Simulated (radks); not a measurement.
The numbers below are computed, except where a source is named.
Valence configurations of Tc I (all share [Kr]). Level of theory: Dirac Kohn-Sham, PBE, spin-unpolarised, spherical densities, finite nucleus; open shells fill j = l - 1/2 first; Fermi nuclear charge, rms radius 4.4112 fm (a radial shooting solver on a logarithmic mesh with Libxc functionals). Order these by energy: 4d4.5 5s2 5p0.5; 4d7; 4d5.5 5s1.5; 4d5.5 5s0.5 5p1; 4d4.5 5s1 5p1.5; 4d6 5s1; 4d5 5s2; 4d5 5s1 5p1; 4d4 5s2 5p1; 4d6 5p1.

Answer. From the lowest, in eV above it: 4d6 5s1 0.000; 4d5.5 5s1.5 0.230; 4d7 0.358; 4d5 5s2 0.783; 4d6 5p1 3.219; 4d4.5 5s2 5p0.5 3.597; 4d5.5 5s0.5 5p1 3.656; 4d5 5s1 5p1 4.422; 4d4 5s2 5p1 7.064; 4d4.5 5s1 5p1.5 7.542. NIST lists [Kr] 4d5 5s2 as the ground configuration; this level of theory puts 4d6 5s1 lower, by 0.783 eV. The energies are those of spherical spin-averaged densities, not of single terms.
